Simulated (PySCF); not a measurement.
Isomers of C7H10NOP, mass 155.050 u with the commonest isotopes. Theory: PBE0/pcSseg-1 in PySCF (dipole) on a GFN2-xTB geometry, gas phase. One conformer each, none proved a minimum here; rigid rotors.

Question: Order these by out-of-plane moment Σ m c² = (Ia + Ib − Ic)/2, largest first.
A. `[CH3:1][CH2:2][n:3]1[cH:4][p:5][c:6]([C:7]([CH3:8])=[O:9])[cH:10]1` with C1–C2–N3–C4 88°, P5–C6–C7–C8 3°
B. `[CH3:1][CH2:2][P@H:3](=[O:4])[c:5]1[cH:6][cH:7][cH:8][n:9][cH:10]1` with C1–C2–P3–O4 -179°, C2–P3–C5–C6 102°
C. `[CH2:1]=[CH:2][c:3]1[p:4][cH:5][o:6][c:7]1[N:8]([CH3:9])[CH3:10]` with C1–C2–C3–P4 -19°
D. `[CH3:1][C:2]1=[CH:3][CH2:4][P@:5](=[O:6])([CH2:7][C:8]#[N:9])[CH2:10]1` with C4–P5–C7–C8 -55°, C2–C3–C4–P5 16°, C3–C4–P5–O6 -148°, C4–P5–C10–C2 22°, C1–C2–C10–P5 162°
E. `[CH3:1][CH2:2][P@H:3](=[O:4])[c:5]1[cH:6][cH:7][n:8][cH:9][cH:10]1` with C1–C2–P3–O4 57°, C2–P3–C5–C6 115°

Answer: E (91.38 u·Å²), D (90.34 u·Å²), B (52.80 u·Å²), A (24.19 u·Å²), C (19.68 u·Å²).

Question: Order these by rotational constant A, largest first.
A. `[CH3:1][CH2:2][P@H:3](=[O:4])[c:5]1[cH:6][cH:7][cH:8][n:9][cH:10]1` with C1–C2–P3–O4 -179°, C2–P3–C5–C6 102°
B. `[CH3:1][C:2]1=[CH:3][CH2:4][P@:5](=[O:6])([CH2:7][C:8]#[N:9])[CH2:10]1` with C4–P5–C7–C8 -55°, C2–C3–C4–P5 16°, C3–C4–P5–O6 -148°, C4–P5–C10–C2 22°, C1–C2–C10–P5 162°
C. `[CH3:1][CH2:2][n:3]1[cH:4][p:5][c:6]([C:7]([CH3:8])=[O:9])[cH:10]1` with C1–C2–N3–C4 88°, P5–C6–C7–C8 3°
D. `[CH2:1]=[CH:2][c:3]1[p:4][cH:5][o:6][c:7]1[N:8]([CH3:9])[CH3:10]` with C1–C2–C3–P4 -19°

Answer: C (2184 MHz), A (1977 MHz), D (1625 MHz), B (1520 MHz).

Question: Order these by dipole moment, largest first.
A. `[CH3:1][CH2:2][P@H:3](=[O:4])[c:5]1[cH:6][cH:7][cH:8][n:9][cH:10]1` with C1–C2–P3–O4 -179°, C2–P3–C5–C6 102°
B. `[CH3:1][C:2]1=[CH:3][CH2:4][P@:5](=[O:6])([CH2:7][C:8]#[N:9])[CH2:10]1` with C4–P5–C7–C8 -55°, C2–C3–C4–P5 16°, C3–C4–P5–O6 -148°, C4–P5–C10–C2 22°, C1–C2–C10–P5 162°
C. `[CH3:1][CH2:2][P@H:3](=[O:4])[c:5]1[cH:6][cH:7][n:8][cH:9][cH:10]1` with C1–C2–P3–O4 57°, C2–P3–C5–C6 115°
D. `[CH2:1]=[CH:2][c:3]1[p:4][cH:5][o:6][c:7]1[N:8]([CH3:9])[CH3:10]` with C1–C2–C3–P4 -19°
E. `[CH3:1][CH2:2][n:3]1[cH:4][p:5][c:6]([C:7]([CH3:8])=[O:9])[cH:10]1` with C1–C2–N3–C4 88°, P5–C6–C7–C8 3°

Answer: E (4.71 D), C (3.41 D), D (2.85 D), A (2.68 D), B (1.19 D).

```tsv
SMILES	point group	Ia (u·Å²)	Ib (u·Å²)	Ic (u·Å²)	κ	μa (D)	μb (D)	μc (D)
CCn1cpc(C(C)=O)c1	C1	231.36	686.61	869.61	-0.81	4.64	0.77	0.32
CC[P@H](=O)c1ccncc1	C1	230.86	676.16	724.25	-0.93	0.40	3.31	0.73
CC[P@H](=O)c1cccnc1	C1	255.66	614.03	764.10	-0.75	0.54	2.24	1.36
CC1=CC[P@](=O)(CC#N)C1	C1	332.39	444.56	596.26	-0.14	0.97	0.63	0.29
C=Cc1pcoc1N(C)C	C1	311.08	483.03	754.76	-0.21	2.80	0.35	0.42
```
